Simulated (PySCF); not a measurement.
CH6BClO2Si. Atoms are numbered in the order given.

```xyz
12

Si     0.8869    -0.3106     0.3179
Cl     2.6581     0.4407    -0.4602
C     -0.5831     0.5097    -0.4915
B     -1.9462    -0.0754     0.0758
O     -2.8143    -0.8016    -0.6764
O     -2.3038     0.0885     1.3791
H      0.8921    -0.0329     1.7845
H      0.8781    -1.7828     0.0911
H     -0.4860     0.3995    -1.5840
H     -0.5080     1.5885    -0.2681
H     -2.5320    -0.8948    -1.5889
H     -1.6738     0.6037     1.8885
```
Charge 0, spin multiplicity 1.

The structure is a stationary point at PBE0-D3(BJ)/def2-SVP. This is a generated structure with no PubChem entry under its InChIKey; it may be hypothetical. Other conformers were not sampled.

Method: PBE/pcSseg-1 run with PySCF.

GIAO shieldings, no solvent; atoms listed in one row are averaged. δ = σ(ref) − σ: ²⁹Si against TMS (σ = 335.4 ppm); ³⁵Cl against HCl (σ = 936.5 ppm); ¹³C against TMS (σ = 182.0 ppm); ¹¹B against BF3 (σ = 83.9 ppm); ¹⁷O against H2O (σ = 334.3 ppm); ¹H against TMS (σ = 31.49 ppm), references at their B3LYP-D3(BJ)/def2-TZVP geometries, non-relativistic (without spin–orbit terms, shifts of atoms bonded to Cl or Br come out too high).

Computed chemical shifts:
```
nucleus   atoms  count  δ (ppm)
-------  ------  -----  -------
²⁹Si        Si1      1     -2.8
³⁵Cl        Cl2      1    -12.4
¹³C          C3      1     11.9
¹¹B          B4      1     16.2
¹⁷O      O5, O6      2    152.9
¹H       H7, H8      2     5.50
¹H          H11      1     3.97
¹H          H12      1     3.72
¹H          H10      1     1.03
¹H           H9      1     0.53
```
